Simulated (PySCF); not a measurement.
# Spin states of FeCl

Unrestricted PBE0; basis Fe x2c-TZVPPall, Cl x2c-TZVPPall; spin-free X2C with a Gaussian nucleus; PySCF 2.14. Outer shells of the fragments: Fe 3d6 4s2; Cl 3s2 3p5.

Followed along the bond (rough minima from three points):

```
2Ms+1         unpaired  ⟨S²⟩ at the start  R at minimum (Å)  Te (eV)
    6  σ ↑↑, π ↑↑, δ ↑               8.75              2.18     0.00
    4        π ↑↑, δ ↑               4.15              2.11     0.18
    6  σ ↑, π ↑↑, δ ↑↑               8.76              2.18     0.40
    4        π ↑, δ ↑↑               4.01              2.13     0.48
    4  σ ↓, π ↑↑, δ ↑↑               4.76              2.18     1.07
    4        σ ↑, π ↑↑               3.76              2.14     1.61
```

Solutions found at the starting distance of 2.095 Å, counted from the lowest of them; the search is not exhaustive and high or unbound solutions are not listed, so other states can lie among these:

| 2Ms+1 | unpaired | term | E (eV) | ⟨S²⟩ | ⟨Lz²⟩ | μ (D) |
| --- | --- | --- | --- | --- | --- | --- |
| 6 | σ ↑↑, π ↑↑, δ ↑ | ⁶Δ | 0.00 | 8.75 | 4.01 | -1.80 |
| 4 | π ↑↑, δ ↑ | mixed | 0.14 | 4.15 | 4.01 | -4.15 |
| 6 | σ ↑, π ↑↑, δ ↑↑ | ⁶Σ⁺ | 0.40 | 8.76 | 0.00 | -1.94 |
| 4 | π ↑, δ ↑↑ | mixed | 0.45 | 4.01 | 2.29 | -4.34 |
| 4 | σ ↓, π ↑↑, δ ↑↑ | mixed | 1.07 | 4.76 | 0.00 | -1.46 |
| 4 | σ ↑, π ↑↑ | ⁴Σ⁻ | 1.58 | 3.76 | 0.00 | -5.26 |

A term symbol is given only where ⟨S²⟩ and ⟨Lz²⟩ are close to those of a pure state; real π, δ and φ orbitals otherwise mix terms. A positive dipole means Fe(−)Cl(+).

The state is the lowest single determinant that the PBE0 search found; with open d or f shells the true ground state can be another one.
